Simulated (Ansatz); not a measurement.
Reaction (substitution at a C–C bond): `C=CCO[SiH3]` + `BN` → `BNC=C` + `CO[SiH3]`

Calculated with Ansatz (gas phase, PBE0-D4/def2-TZVP geometries, no zero-point term in ΔE). CBS: MP2 limit from def2 TZ/QZ plus the TZ coupled-cluster correction, frozen cores. This one scheme is used for every species. One conformer a species, not always the lowest.

`C=CCO[SiH3]`:

Cartesian coordinates in Å:
```
C 1.900 -0.999 -1.440
C 0.993 -1.119 -0.483
C -0.193 -0.229 -0.343
O -0.261 0.266 0.981
Si -1.447 1.290 1.475
H 2.733 -1.687 -1.523
H 1.839 -0.208 -2.181
H 1.074 -1.908 0.260
H -1.108 -0.796 -0.570
H -0.129 0.596 -1.065
H -2.791 0.668 1.302
H -1.421 2.552 0.683
H -1.190 1.573 2.905
```

`BN`:

```xyz
6

B    -0.477    0.455    0.179
N     0.490   -0.468   -0.184
H    -1.140    0.967   -0.677
H    -0.624    0.717    1.337
H     1.082   -0.936    0.481
H     0.668   -0.735   -1.137
```

`BNC=C`:

```xyz
10

B     1.598   -0.859   -0.431
N     0.399   -0.513    0.190
C    -0.446    0.531   -0.171
C    -1.585    0.841    0.439
H     1.963   -0.214   -1.370
H     2.217   -1.787   -0.004
H     0.075   -1.047    0.985
H    -0.089    1.097   -1.025
H    -1.949    0.281    1.294
H    -2.182    1.671    0.092
```

`CO[SiH3]`:

```xyz
9

C    -1.318   -0.249   -0.235
O    -0.014   -0.778   -0.174
Si    1.292    0.141    0.208
H    -1.629    0.165    0.731
H    -2.002   -1.055   -0.503
H    -1.397    0.540   -0.993
H     2.465   -0.761    0.174
H     1.139    0.744    1.562
H     1.464    1.253   -0.770
```

```json
{"species": "`C=CCO[SiH3]`", "MP2/def2-QZVPP energy (Eh)": "-483.08632"}
{"species": "`BN`", "MP2/def2-QZVPP energy (Eh)": "-81.88281"}
{"species": "`BNC=C`", "MP2/def2-QZVPP energy (Eh)": "-159.12214"}
{"species": "`CO[SiH3]`", "MP2/def2-QZVPP energy (Eh)": "-405.84195"}
```

(1) Work out ΔE.

Largest T1 diagnostic among the species: 0.013.

Answers

(1) ΔE = (-159.12214) + (-405.84195) − (-483.08632) − (-81.88281) = 0.00504 Eh = +3.2 kcal/mol. CCSD(T)/CBS gives +3.3 kcal/mol.

At CCSD(T), def2-SVP lies −1.1 kcal/mol from the extrapolated value and def2-TZVPP −0.1 kcal/mol. From BLYP to BHLYP (50 % exact exchange), in def2-TZVPP and without D4, ΔE moves by +1.0 kcal/mol. Leaving LDA and LC-ωPBE aside and taking each functional with its dispersion term where it has one, the values, not all of them listed here, spread over 2.0 kcal/mol, from revPBE-D4 to ωB97M-V.
